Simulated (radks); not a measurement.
Values are calculated unless marked as measured or tabulated.
Q: All-electron atom: Hf4+ in [Kr] 4d10 4f14 5s2 5p5.5 5d0.5 (fractional occupations, a model configuration). Code: a radial shooting solver on a logarithmic mesh with Libxc functionals. Model: Dirac Kohn-Sham, LDA (Slater exchange, Perdew-Wang correlation), spin-unpolarised, spherical densities, finite nucleus; open shells are shared between the two j in proportion to 2j + 1; Fermi nuclear charge, rms radius 5.347 fm.

Spin-orbit splittings of the eigenvalues, e(l+1/2) - e(l-1/2), with zeta = 2 splitting/(2l+1) and mean radii in bohr:

shell  occ.  splitting (eV)  zeta (eV)  <r> j=l-1/2  <r> j=l+1/2
2p        6               ?          ?      0.06614      0.07387
3p        6           255.1      170.0       0.1982       0.2126
3d       10           55.69      22.28       0.1864       0.1908
4p        6           58.56      39.04       0.4747       0.5080
4d       10           10.72      4.290       0.5288       0.5404
4f       14           1.763     0.5036       0.6615       0.6727
5p      5.5           8.350      5.566        1.234        1.329
5d      0.5          0.8539     0.3416        1.765        1.802
6p        0           1.674      1.116        2.901        3.062

Estimate the 2p splitting.

A: 1191 eV (zeta = 793.7 eV).
